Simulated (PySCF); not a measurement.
C7H5F2 (doublet state).
Cartesian coordinates in Å at the GFN2-xTB level; atoms count from 1:
```xyz
14
C7H5F2 angstrom
C      1.8093    1.3284   -1.6509
C      1.1853    0.5014   -1.0513
C      0.4336   -0.5103   -0.3447
F      0.3813   -1.6703   -1.0965
C      0.8419   -0.7585    1.1370
C     -0.5124   -0.2491    1.5080
C     -0.9213   -0.0631    0.1956
C     -2.0342    0.3393   -0.4747
F     -3.1498    0.6938    0.1782
H      2.3561    2.0592   -2.1682
H      1.6961   -0.1769    1.4870
H      1.0185   -1.8142    1.3492
H     -0.9823   -0.0815    2.4558
H     -2.1227    0.4013   -1.5467
```

The hyperfine couplings belong to this conformer and change with its torsions.

As a line formula: `C#C[C@@]1(F)CC=C1[CH]F` [radical].

Computed with UKS B3LYP, pcH-1 on C F H, non-relativistic, mean-field spin-orbit, GIAO in PySCF. The structure is a single GFN2-xTB conformer in the gas phase; no vibrational or solvent corrections. A GFN2-xTB geometry isn't a minimum of the functional, and hyperfine couplings can be far from their values at a DFT geometry. Stability of the SCF solution: not tested. ⟨S²⟩ is 0.777 where a pure state has 0.75.

Principal values of hyperfine tensors in MHz (contact and dipolar terms together), for some of the nuclei:

| atom | isotope | A1 | A2 | A3 |
| --- | --- | --- | --- | --- |
| H12 | 1H | 77.03 | 77.77 | 85.66 |
| H11 | 1H | 67.09 | 67.58 | 75.49 |
| C6 | 13C | 8.27 | 10.38 | 164.22 |
| C8 | 13C | 6.32 | 9.05 | 165.35 |
| C7 | 13C | -80.50 | -41.98 | -32.92 |
| H14 | 1H | -69.23 | -46.34 | -19.24 |
| H13 | 1H | -65.12 | -42.91 | -17.70 |
| C5 | 13C | -26.09 | -23.43 | -23.02 |

(1) Give the isotropic coupling of each nucleus in MHz and in mT (g = 2.0034), and the anisotropic part.

(2) What spin density at the nucleus of H14 lies behind its contact coupling (g_N = 5.58569)?

(3) F9 (19F, g_N = 5.25774) isn't in the table. Its spin density at the nucleus is 0.02215 bohr⁻³. What is its contact coupling?

(4) What first-order splitting does H12 cause when the field lies along A1, A2 or A3 of its tensor (g taken as isotropic, no quadrupole term)?

Results:

(1) a_iso = (A1 + A2 + A3)/3, Ti = Ai − a_iso; 1 mT corresponds to 28.040 MHz.

```json
{"atom": "H12", "a_iso (MHz)": "80.15", "a_iso (mT)": "2.858", "T1": "-3.12", "T2": "-2.38", "T3": "5.51"}
{"atom": "H11", "a_iso (MHz)": "70.05", "a_iso (mT)": "2.498", "T1": "-2.96", "T2": "-2.47", "T3": "5.44"}
{"atom": "C6", "a_iso (MHz)": "60.96", "a_iso (mT)": "2.174", "T1": "-52.69", "T2": "-50.58", "T3": "103.27"}
{"atom": "C8", "a_iso (MHz)": "60.24", "a_iso (mT)": "2.148", "T1": "-53.92", "T2": "-51.19", "T3": "105.11"}
{"atom": "C7", "a_iso (MHz)": "-51.80", "a_iso (mT)": "-1.847", "T1": "-28.70", "T2": "9.82", "T3": "18.88"}
{"atom": "H14", "a_iso (MHz)": "-44.93", "a_iso (mT)": "-1.603", "T1": "-24.30", "T2": "-1.40", "T3": "25.70"}
{"atom": "H13", "a_iso (MHz)": "-41.91", "a_iso (mT)": "-1.495", "T1": "-23.21", "T2": "-1.00", "T3": "24.21"}
{"atom": "C5", "a_iso (MHz)": "-24.18", "a_iso (mT)": "-0.862", "T1": "-1.91", "T2": "0.75", "T3": "1.16"}
```

(2) a_FC = (2μ0/3) gₑ μB g_N μN ρ(0)/(2S·h) = 800.24 MHz × g_N × ρ(0)/(2S), with ρ in bohr⁻³. With a_FC = -44.93 MHz and 2S = 1, ρ(0) = -0.01005 bohr⁻³. In magnitude that is 3.2 % of the 1/π = 0.318 of a free hydrogen atom.

(3) By the same relation, a_FC = 93.2 MHz. Its full tensor has the principal values -82.31, -52.24, 414.08 MHz.

(4) 2 lines (I = 1/2), spaced by |A_i|/(g × 13.996): 2.75, 2.77, 3.05 mT along the axes of A1, A2 and A3.
